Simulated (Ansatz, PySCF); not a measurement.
Gas-phase reaction in SMILES: C[N](C)[GeH2] -> CC[N][GeH3]
Structures are relaxed separately at B3LYP-D3(BJ)/def2-TZVP in Ansatz (a first-principles code), one conformer each, not searched for the lowest. Frequencies are from Ansatz or PySCF.

Property: isomerisation energy (enthalpy at 298 K, with B3LYP-D3(BJ) rigid-rotor harmonic-oscillator terms), in kJ/mol. Cores are frozen in the correlated levels unless marked. Open shells are spin-unrestricted. Spin-orbit coupling is left out. The frozen core is the preceding noble-gas configuration, with the filled d and f shells of earlier blocks. Non-relativistic. Basis-set limits of correlation are two-point, X^-3; Hartree-Fock from the larger set.

```tsv
level	program	isomerisation energy (kJ/mol)	minus last row
r2SCAN0-D4/def2-TZVPD	Ansatz + dftd4	38.4	-11.8
HSE06-D4/def2-TZVPD	Ansatz + dftd4	50.5	0.3
wB97M-V/def2-TZVPD	Ansatz	49.9	-0.3
MP2/6-31G*	Ansatz	67.8	17.6
CCSD/STO-3G	Ansatz	-36.3	-86.5
CCSD(T)/cc-pVTZ	Ansatz	49.4	-0.8
CCSD(T)/CBS(cc-pVTZ,cc-pVQZ)	Ansatz	50.2	0.0
```
